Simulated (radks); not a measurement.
The numbers below are computed, except where a source is named.
All-electron atom: Pr in [Xe] 4f3 6s2. Code: a radial shooting solver on a logarithmic mesh with Libxc functionals. Model: Dirac Kohn-Sham, PBE, spin-unpolarised, spherical densities, finite nucleus; open shells fill j = l - 1/2 first; Fermi nuclear charge, rms radius 4.8919 fm. Some entries of the table are withheld. Estimate them.

| orbital | occ. | eigenvalue (hartree) | r(max) (bohr) |
|---|---|---|---|
| 1s1/2 | 2 | (1) | 0.01541 |
| 2s1/2 | 2 | -246.8628 | 0.08741 |
| 2p1/2 | 2 | -233.3199 | (2) |
| 2p3/2 | 4 | -215.5982 | (3) |
| 3s1/2 | 2 | -53.25171 | 0.2493 |
| 3p1/2 | 2 | -47.48990 | 0.2361 |
| 3p3/2 | 4 | -43.97883 | 0.2476 |
| 3d3/2 | 4 | -33.92316 | 0.1986 |
| 3d5/2 | 6 | -33.16643 | 0.2019 |
| 4s1/2 | 2 | -10.58018 | 0.5794 |
| 4p1/2 | 2 | -8.42391 | 0.5878 |
| 4p3/2 | 4 | -7.66859 | 0.6125 |
| 4d3/2 | 4 | -4.12849 | 0.6313 |
| 4d5/2 | 6 | -3.99600 | 0.6394 |
| 5s1/2 | 2 | -1.43002 | 1.354 |
| 5p1/2 | 2 | -0.85856 | 1.487 |
| 5p3/2 | 4 | -0.75651 | 1.558 |
| 6s1/2 | 2 | -0.12703 | 3.866 |
| 5d3/2 | 0 | -0.07743 | 2.242 |
| 5d5/2 | 0 | -0.07158 | 2.295 |
| 6p1/2 | 0 | -0.04990 | 4.941 |
| 4f5/2 | 3 | -0.04909 | 0.6899 |
| 6p3/2 | 0 | -0.04396 | 5.178 |
| 4f7/2 | 0 | -0.03669 | 0.6952 |

Answer. 
(1) 1s1/2 eigenvalue (hartree): -1535.177
(2) 2p1/2 r(max) (bohr): 0.06651
(3) 2p3/2 r(max) (bohr): 0.07186
